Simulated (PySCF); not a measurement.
Isomers of C7H14S, mass 130.082 u with the commonest isotopes. Method: PBE0-D3(BJ)/def2-SVP geometry optimisation, gas phase in PySCF. One conformer each, none proved a minimum here; rigid rotors.

Problem. Order these by rotational constant C, largest first.
A. `[CH2:1]=[C:2]([CH3:3])[CH2:4][CH2:5][S:6][CH2:7][CH3:8]` with C1–C2–C4–C5 110°, C2–C4–C5–S6 -176°, C4–C5–S6–C7 -65°, C5–S6–C7–C8 -62°
B. `[CH3:1][CH2:2][S:3][CH2:4][CH:5]1[CH2:6][CH2:7][CH2:8]1` with C1–C2–S3–C4 -74°, C2–S3–C4–C5 176°, S3–C4–C5–C6 -174°, C4–C5–C6–C7 141°, C5–C6–C7–C8 -19°, C6–C7–C8–C5 19°, C4–C5–C8–C7 -141°
C. `[CH3:1][CH:2]([CH3:3])[C@@H:4]1[CH2:5][C@@H:6]1[CH2:7][SH:8]` with C1–C2–C4–C5 160°, C5–C6–C7–S8 -159°, C6–C7–S8–H -58°
D. `[CH2:1]=[C:2]([S:3][CH2:4][CH3:5])[CH:6]([CH3:7])[CH3:8]` with C1–C2–S3–C4 -11°, C2–S3–C4–C5 -74°, C1–C2–C6–C7 -26°

Solution. D (900.6 MHz), C (814.8 MHz), B (723.8 MHz), A (690.0 MHz).

Problem. Order these by out-of-plane moment Σ m c² = (Ia + Ib − Ic)/2, smallest first.
A. `[CH2:1]=[C:2]([S:3][CH2:4][CH3:5])[CH:6]([CH3:7])[CH3:8]` with C1–C2–S3–C4 -11°, C2–S3–C4–C5 -74°, C1–C2–C6–C7 -26°
B. `[CH3:1][CH2:2][S:3][CH2:4][CH:5]1[CH2:6][CH2:7][CH2:8]1` with C1–C2–S3–C4 -74°, C2–S3–C4–C5 176°, S3–C4–C5–C6 -174°, C4–C5–C6–C7 141°, C5–C6–C7–C8 -19°, C6–C7–C8–C5 19°, C4–C5–C8–C7 -141°
C. `[CH2:1]=[C:2]([CH3:3])[CH2:4][CH2:5][S:6][CH2:7][CH3:8]` with C1–C2–C4–C5 110°, C2–C4–C5–S6 -176°, C4–C5–S6–C7 -65°, C5–S6–C7–C8 -62°
D. `[CH3:1][CH:2]([CH3:3])[C@@H:4]1[CH2:5][C@@H:6]1[CH2:7][SH:8]` with C1–C2–C4–C5 160°, C5–C6–C7–S8 -159°, C6–C7–S8–H -58°

Solution. D (31.49 u·Å²), C (34.22 u·Å²), B (55.13 u·Å²), A (68.24 u·Å²).

Problem. Order these by rotational constant B, smallest first.
A. `[CH3:1][CH2:2][S:3][CH2:4][CH:5]1[CH2:6][CH2:7][CH2:8]1` with C1–C2–S3–C4 -74°, C2–S3–C4–C5 176°, S3–C4–C5–C6 -174°, C4–C5–C6–C7 141°, C5–C6–C7–C8 -19°, C6–C7–C8–C5 19°, C4–C5–C8–C7 -141°
B. `[CH2:1]=[C:2]([CH3:3])[CH2:4][CH2:5][S:6][CH2:7][CH3:8]` with C1–C2–C4–C5 110°, C2–C4–C5–S6 -176°, C4–C5–S6–C7 -65°, C5–S6–C7–C8 -62°
C. `[CH3:1][CH:2]([CH3:3])[C@@H:4]1[CH2:5][C@@H:6]1[CH2:7][SH:8]` with C1–C2–C4–C5 160°, C5–C6–C7–S8 -159°, C6–C7–S8–H -58°
D. `[CH2:1]=[C:2]([S:3][CH2:4][CH3:5])[CH:6]([CH3:7])[CH3:8]` with C1–C2–S3–C4 -11°, C2–S3–C4–C5 -74°, C1–C2–C6–C7 -26° (2-(ethylthio)-3-methyl-1-butene)

Solution. A (738.3 MHz), B (801.5 MHz), D (952.9 MHz), C (1056 MHz).

| SMILES | point group | Ia (u·Å²) | Ib (u·Å²) | Ic (u·Å²) | κ | μa (D) | μb (D) | μc (D) |
| --- | --- | --- | --- | --- | --- | --- | --- | --- |
| C=C(C)CCSCC | C1 | 170.31 | 630.52 | 732.39 | -0.90 | 0.32 | 1.71 | 0.32 |
| CCSCC1CCC1 | C1 | 123.96 | 684.48 | 698.19 | -0.99 | 0.17 | 1.36 | 0.52 |
| C=C(SCC)C(C)C | C1 | 167.25 | 530.39 | 561.17 | -0.95 | 0.45 | 0.60 | 0.46 |
| CC(C)[C@@H]1C[C@@H]1CS | C1 | 204.49 | 478.73 | 620.24 | -0.71 | 0.44 | 1.46 | 0.32 |
